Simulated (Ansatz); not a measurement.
Consider the formal exchange of groups at a Ge–N bond: `C[NH][GeH2][NH]C` + CH₄ → `C[NH][GeH2][CH3]` + CH₃NH₂.

Isolated molecules relaxed with PBE0-D4/def2-TZVP in Ansatz; ΔE leaves out vibrations. CCSD(T)/CBS adds triple-zeta CCSD(T) − MP2 to the extrapolated MP2 energy (def2 sets, frozen cores). This one scheme is used for every species. DFT in def2-TZVPP. B3LYP here is the variant with VWN-RPA as its local correlation; programs differ in this. For Ge outer-core shells are correlated without core-valence functions, which leaves a few kJ/mol of doubt a bond. Scalar relativity is left out up to krypton. One conformer a species, not always the lowest.

```json
{"level": "PBE-D4", "ΔE (kJ/mol)": "30.6", "difference from CCSD(T)/CBS": "-1.9"}
{"level": "r2SCAN-D4", "ΔE (kJ/mol)": "33.9", "difference from CCSD(T)/CBS": "1.4"}
{"level": "PBE0-D4", "ΔE (kJ/mol)": "30.2", "difference from CCSD(T)/CBS": "-2.3"}
{"level": "B3LYP-D4", "ΔE (kJ/mol)": "35.6", "difference from CCSD(T)/CBS": "3.1"}
{"level": "ωB97X-V", "ΔE (kJ/mol)": "32.9", "difference from CCSD(T)/CBS": "0.4"}
{"level": "ωB97M-V", "ΔE (kJ/mol)": "32.1", "difference from CCSD(T)/CBS": "-0.4"}
{"level": "B2PLYP", "ΔE (kJ/mol)": "32.9", "difference from CCSD(T)/CBS": "0.4"}
{"level": "PBE", "ΔE (kJ/mol)": "27.1", "difference from CCSD(T)/CBS": "-5.4"}
{"level": "r2SCAN", "ΔE (kJ/mol)": "32.8", "difference from CCSD(T)/CBS": "0.3"}
{"level": "PBE0", "ΔE (kJ/mol)": "26.9", "difference from CCSD(T)/CBS": "-5.6"}
{"level": "B3LYP", "ΔE (kJ/mol)": "30.0", "difference from CCSD(T)/CBS": "-2.5"}
{"level": "HF/def2-TZVPP", "ΔE (kJ/mol)": "32.9", "difference from CCSD(T)/CBS": "0.4"}
{"level": "MP2/def2-TZVPP", "ΔE (kJ/mol)": "35.2", "difference from CCSD(T)/CBS": "2.7"}
{"level": "SCS-MP2/def2-TZVPP", "ΔE (kJ/mol)": "35.2", "difference from CCSD(T)/CBS": "2.7"}
{"level": "CCSD/def2-TZVPP", "ΔE (kJ/mol)": "31.9", "difference from CCSD(T)/CBS": "-0.6"}
{"level": "CCSD(T)/def2-TZVPP", "ΔE (kJ/mol)": "32.9", "difference from CCSD(T)/CBS": "0.4"}
{"level": "HF/def2-QZVPP", "ΔE (kJ/mol)": "32.9", "difference from CCSD(T)/CBS": "0.4"}
{"level": "MP2/def2-QZVPP", "ΔE (kJ/mol)": "34.9", "difference from CCSD(T)/CBS": "2.4"}
{"level": "SCS-MP2/def2-QZVPP", "ΔE (kJ/mol)": "34.8", "difference from CCSD(T)/CBS": "2.3"}
{"level": "HF/CBS(def2)", "ΔE (kJ/mol)": "32.9", "difference from CCSD(T)/CBS": "0.4"}
{"level": "MP2/CBS(def2)", "ΔE (kJ/mol)": "34.7", "difference from CCSD(T)/CBS": "2.2"}
{"level": "CCSD/CBS(def2)", "ΔE (kJ/mol)": "31.5", "difference from CCSD(T)/CBS": "-1.0"}
{"level": "CCSD(T)/CBS", "ΔE (kJ/mol)": "32.5", "difference from CCSD(T)/CBS": "0"}
```

Largest T1 diagnostic among the species: 0.011.

The D4 term adds +5.6 kJ/mol with B3LYP and +3.2 kJ/mol with PBE0; it sums over pairs of atoms, weighted by their polarisabilities, and B3LYP, whose exchange is more repulsive, gets the larger term.
